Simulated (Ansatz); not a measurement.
Consider the silylene loss: `C[O][GeH]([Cl])[O][SiH3]` → `C[O][GeH]([OH])[Cl]` + `[SiH2]`.

Computed with Ansatz on PBE0-D4/def2-TZVP structures; ΔE is electronic, products minus reactants. CCSD(T)/CBS adds triple-zeta CCSD(T) − MP2 to the extrapolated MP2 energy (def2 sets, frozen cores). This one scheme is used for every species. Functionals use def2-TZVPP. For Ge outer-core shells are correlated without core-valence functions, which leaves a few kJ/mol of doubt a bond. Scalar relativity is left out up to krypton. Each species was taken in one conformer, which may not be the lowest.

`C[O][GeH]([Cl])[O][SiH3]`:

Z-matrix (Å, degrees):
```
C
O 1 1.414
H 1 1.091 2 107.5
H 1 1.096 2 111.6 3 118.7
H 1 1.095 2 111.8 3 -119.0
Ge 2 1.751 1 120.6 3 176.0
O 6 1.750 2 110.5 1 60.3
Cl 6 2.147 2 108.7 1 -56.9
H 6 1.519 2 108.7 1 -178.9
Si 7 1.642 6 139.3 2 -76.2
H 10 1.486 7 111.0 6 -28.9
H 10 1.487 7 109.6 6 91.4
H 10 1.483 7 108.1 6 -149.5
```

`C[O][GeH]([OH])[Cl]`:

Z-matrix (Å, degrees):
```
C
O 1 1.413
H 1 1.095 2 111.8
H 1 1.097 2 111.9 3 -122.2
H 1 1.091 2 107.5 3 119.1
Ge 2 1.758 1 121.0 3 58.0
Cl 6 2.153 2 107.2 1 -52.2
O 6 1.750 2 106.3 1 -170.6
H 6 1.526 2 114.8 1 69.1
H 8 0.961 6 112.6 2 47.6
```

`[SiH2]`:

Z-matrix (Å, degrees):
```
Si
H 1 1.525
H 1 1.525 2 91.2
```

Problem. Is it downhill or uphill in electronic energy at CCSD(T)/CBS, and by how much? (Estimate.)

Solution. Ansatz gave: Uphill: ΔE = +3.50 eV.

Problem. What do these levels give: PBE-D4, r2SCAN-D4, ωB97X-V, B2PLYP, PBE, PBE0, HF/def2-TZVPP, MP2/def2-TZVPP, SCS-MP2/def2-TZVPP, CCSD/def2-TZVPP, MP2/CBS(def2), CCSD/CBS(def2)? (Best estimate.)

Solution. The calculation gave: PBE-D4 3.38, r2SCAN-D4 3.66, ωB97X-V 3.59, B2PLYP 3.45, PBE 3.26, PBE0 3.42, HF/def2-TZVPP 3.46, MP2/def2-TZVPP 3.65, SCS-MP2/def2-TZVPP 3.57, CCSD/def2-TZVPP 3.41, MP2/CBS(def2) 3.72, CCSD/CBS(def2) 3.48 eV.

Largest T1 diagnostic among the species: 0.014.

From PBE to PBE0 (25 % exact exchange), in def2-TZVPP and without D4, ΔE moves by +0.15 eV. The D4 term adds +0.18 eV with B3LYP and +0.10 eV with PBE0; it sums over pairs of atoms, weighted by their polarisabilities, and B3LYP, whose exchange is more repulsive, gets the larger term.

B3LYP here is the variant with VWN-RPA as its local correlation; programs differ in this.
